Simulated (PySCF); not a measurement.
C3H9Sb (SMILES [CH3][Sb]([CH3])[CH3]), singlet, at a GFN2-xTB geometry (all electrons, no relativity); CAMB3LYP/STO-3G run with PySCF.

Here is a job for PySCF.
```python
from pyscf import gto, scf, dft

mol = gto.Mole()
mol.atom = '''
    Sb   -0.006738    0.007403    0.431424
    C     0.192544   -1.823265   -0.714740
    H     1.117611   -2.323686   -0.452256
    H     0.198144   -1.591922   -1.774437
    H    -0.636971   -2.486204   -0.496815
    C     1.489217    1.049401   -0.743781
    H     2.476040    0.671277   -0.502375
    H     1.458237    2.110237   -0.523020
    H     1.295101    0.897088   -1.800014
    C    -1.646684    0.735326   -0.787370
    H    -2.551984    0.187230   -0.552656
    H    -1.408723    0.601973   -1.837180
    H    -1.814271    1.787682   -0.588540
'''
mol.basis = 'sto-3g'
mol.charge = 0
mol.spin = 0
mol.verbose = 4
mol.symmetry = True
mol.build()

mf = dft.RKS(mol)
mf.xc = 'camb3lyp'
mf.kernel()
mf.analyze()
```

The log (banner, timings and long lists left out):

```
PySCF version 2.14.0

[INPUT] verbose = 4
[INPUT] num. atoms = 13
[INPUT] num. electrons = 78
[INPUT] charge = 0
[INPUT] spin (= nelec alpha-beta = 2S) = 0
[INPUT] symmetry True subgroup None
[INPUT] Mole.unit = angstrom
[INPUT] Symbol           X                Y                Z      unit          X                Y                Z       unit  Magmom
[INPUT]  1 Sb    -0.006738000000   0.007403000000   0.431424000000 AA   -0.012732974627   0.013989642500   0.815273203564 Bohr   0.0
[INPUT]  2 C      0.192544000000  -1.823265000000  -0.714740000000 AA    0.363855426928  -3.445471502505  -1.350662850272 Bohr   0.0
[INPUT]  3 H      1.117611000000  -2.323686000000  -0.452256000000 AA    2.111978703801  -4.391130139486  -0.854639978191 Bohr   0.0
[INPUT]  4 H      0.198144000000  -1.591922000000  -1.774437000000 AA    0.374437893226  -3.008296591670  -3.353199955295 Bohr   0.0
[INPUT]  5 H     -0.636971000000  -2.486204000000  -0.496815000000 AA   -1.203700739290  -4.698244649798  -0.938844284576 Bohr   0.0
[INPUT]  6 C      1.489217000000   1.049401000000  -0.743781000000 AA    2.814212270046   1.983080484845  -1.405542386655 Bohr   0.0
[INPUT]  7 H      2.476040000000   0.671277000000  -0.502375000000 AA    4.679037473468   1.268529683720  -0.949351161828 Bohr   0.0
[INPUT]  8 H      1.458237000000   2.110237000000  -0.523020000000 AA    2.755668554707   3.987769987924  -0.988364557670 Bohr   0.0
[INPUT]  9 H      1.295101000000   0.897088000000  -1.800014000000 AA    2.447386193650   1.695250629634  -3.401533480383 Bohr   0.0
[INPUT] 10 C     -1.646684000000   0.735326000000  -0.787370000000 AA   -3.111781773703   1.389564752272  -1.487913658699 Bohr   0.0
[INPUT] 11 H     -2.551984000000   0.187230000000  -0.552656000000 AA   -4.822550834272   0.353813422302  -1.044368481098 Bohr   0.0
[INPUT] 12 H     -1.408723000000   0.601973000000  -1.837180000000 AA   -2.662100655376   1.137564104383  -3.471767041528 Bohr   0.0
[INPUT] 13 H     -1.814271000000   1.787682000000  -0.588540000000 AA   -3.428475305741   3.378229377815  -1.112179413352 Bohr   0.0

nuclear repulsion = 380.091294183189
point group symmetry = C3, use subgroup C1
symmetry origin: [ 1.93818064e-07  3.98541599e-17 -3.63408870e-07]
symmetry axis x: [-0.59985167 -0.80009934  0.00436019]
symmetry axis y: [ 0.79995884 -0.59962218  0.02278363]
symmetry axis z: [-0.0156147   0.01715477  0.99973091]
num. orbitals of irrep A = 51
number of shells = 29
number of NR pGTOs = 153
number of NR cGTOs = 51
basis = sto-3g
ecp = {}

******** <class 'pyscf.dft.rks.RKS'> ********
method = RKS
initial guess = minao
damping factor = 0
level_shift factor = 0
DIIS = <class 'pyscf.scf.diis.CDIIS'>
diis_start_cycle = 1
diis_space = 8
diis_damp = 0
SCF conv_tol = 1e-09
SCF conv_tol_grad = None
SCF max_cycles = 50
direct_scf = True
direct_scf_tol = 1e-13
XC library pyscf.dft.libxc version 7.1.2
    S. Lehtola, C. Steigemann, M. J. T. Oliveira, and M. A. L. Marques,  SoftwareX 7, 1–5 (2018)
XC functionals = camb3lyp
    T. Yanai, D. P. Tew, and N. C. Handy,  Chem. Phys. Lett. 393, 51 (2004)
radial grids:
    Treutler-Ahlrichs [JCP 102, 346 (1995); DOI:10.1063/1.469408] (M4) radial grids

becke partition: Becke, JCP 88, 2547 (1988); DOI:10.1063/1.454033
pruning grids: <function nwchem_prune>
grids dens level: 3
symmetrized grids: True
atomic radii adjust function: <function treutler_atomic_radii_adjust>
small_rho_cutoff = 0
Set gradient conv threshold to 3.16228e-05
Initial guess from minao.
tot grids = 152584
init E= -6353.75761332112
  HOMO = -0.503499210618589  LUMO = -0.18544463947791  gap/eV = 8.65471
cycle= 1 E= -6371.79735677386  delta_E=  -18  |g|= 0.441  |ddm|= 4.15
  HOMO = -0.101411620515964  LUMO = 0.288778278842496  gap/eV = 10.61761
cycle= 2 E= -6371.89636149628  delta_E= -0.099  |g|= 0.0665  |ddm|= 1.15
  HOMO = -0.194980644091679  LUMO = 0.221796945312642  gap/eV = 11.34110
cycle= 3 E= -6371.89871824557  delta_E= -0.00236  |g|= 0.0203  |ddm|= 0.183
  HOMO = -0.194011391347015  LUMO = 0.220539552189191  gap/eV = 11.28051
cycle= 4 E= -6371.89886027393  delta_E= -0.000142  |g|= 0.00497  |ddm|= 0.0357
  HOMO = -0.194040471782596  LUMO = 0.221140345582848  gap/eV = 11.29765
cycle= 5 E= -6371.89886912696  delta_E= -8.85e-06  |g|= 0.000254  |ddm|= 0.00936
  HOMO = -0.194018232110965  LUMO = 0.221149316713008  gap/eV = 11.29728
cycle= 6 E= -6371.89886917693  delta_E= -5e-08  |g|= 2.33e-05  |ddm|= 0.00101
  HOMO = -0.194021562191886  LUMO = 0.221144049013694  gap/eV = 11.29723
cycle= 7 E= -6371.89886917749  delta_E= -5.6e-10  |g|= 2.15e-06  |ddm|= 0.000122
  HOMO = -0.194021652081448  LUMO = 0.221144467680273  gap/eV = 11.29725
Extra cycle  E= -6371.89886917755  delta_E= -5.64e-11  |g|= 5.88e-07  |ddm|= 7.06e-06
converged SCF energy = -6371.89886917755
**** SCF Summaries ****
Total Energy =                       -6371.898869177548477
Nuclear Repulsion Energy =             380.091294183188893
One-electron Energy =                -9550.101435454318562
Two-electron Energy =                 2798.111272093581647
Two-electron Coulomb Energy =         2984.401765731047817
DFT Exchange-Correlation Energy =     -186.290493637466398
HOMO-LUMO gap [eV] =                    11.297245547261729
**** MO energy ****
MO #1   energy= -1063.10351718774  occ= 2
MO #2   energy= -156.768313693287  occ= 2
MO #3   energy= -149.280880987996  occ= 2
MO #4   energy= -149.280880983582  occ= 2
MO #5   energy= -149.280127854367  occ= 2
MO #6   energy= -29.5193321569406  occ= 2
MO #7   energy= -26.8333279049452  occ= 2
MO #8   energy= -26.8333277479426  occ= 2
MO #9   energy= -26.830604575003   occ= 2
MO #10  energy= -18.6787155196496  occ= 2
MO #11  energy= -18.6787153758844  occ= 2
MO #12  energy= -18.6768089427072  occ= 2
MO #13  energy= -18.6768087403529  occ= 2
MO #14  energy= -18.6761256218431  occ= 2
MO #15  energy= -10.0349035327951  occ= 2
MO #16  energy= -10.034620993659   occ= 2
MO #17  energy= -10.0346207507405  occ= 2
MO #18  energy= -4.66085683718929  occ= 2
MO #19  energy= -3.50590552162926  occ= 2
MO #20  energy= -3.5059042059161   occ= 2
MO #21  energy= -3.49547951913731  occ= 2
MO #22  energy= -0.94524228312658  occ= 2
MO #23  energy= -0.945241549778957 occ= 2
MO #24  energy= -0.93581097714056  occ= 2
MO #25  energy= -0.935808816155096 occ= 2
MO #26  energy= -0.930328816763244 occ= 2
MO #27  energy= -0.748823179982796 occ= 2
MO #28  energy= -0.713850881253653 occ= 2
MO #29  energy= -0.713850497135257 occ= 2
MO #30  energy= -0.462531703918898 occ= 2
MO #31  energy= -0.445030961296751 occ= 2
MO #32  energy= -0.435251351955273 occ= 2
MO #33  energy= -0.435251163346914 occ= 2
MO #34  energy= -0.420089035900661 occ= 2
MO #35  energy= -0.42008819272664  occ= 2
MO #36  energy= -0.416403324646928 occ= 2
MO #37  energy= -0.294976755568242 occ= 2
MO #38  energy= -0.294976635427144 occ= 2
MO #39  energy= -0.194021652081448 occ= 2
MO #40  energy= 0.221144467680273  occ= 0
MO #41  energy= 0.221144971277456  occ= 0
MO #42  energy= 0.355324704345479  occ= 0
MO #43  energy= 0.530376545041182  occ= 0
MO #44  energy= 0.537621306483995  occ= 0
MO #45  energy= 0.537622093931596  occ= 0
MO #46  energy= 0.550389293296857  occ= 0
MO #47  energy= 0.554571181268044  occ= 0
 ** Mulliken pop on meta-lowdin orthogonal AOs  **
 ** Mulliken pop  **
 ** Mulliken atomic charges  **
charge of    0Sb =      0.43825
charge of    1C =     -0.28497
charge of    2H =      0.04715
charge of    3H =      0.04456
charge of    4H =      0.04717
charge of    5C =     -0.28498
charge of    6H =      0.04717
charge of    7H =      0.04715
charge of    8H =      0.04456
charge of    9C =     -0.28498
charge of   10H =      0.04715
charge of   11H =      0.04457
charge of   12H =      0.04717
Dipole moment(X, Y, Z, Debye):  0.01142, -0.01254, -0.73086
```
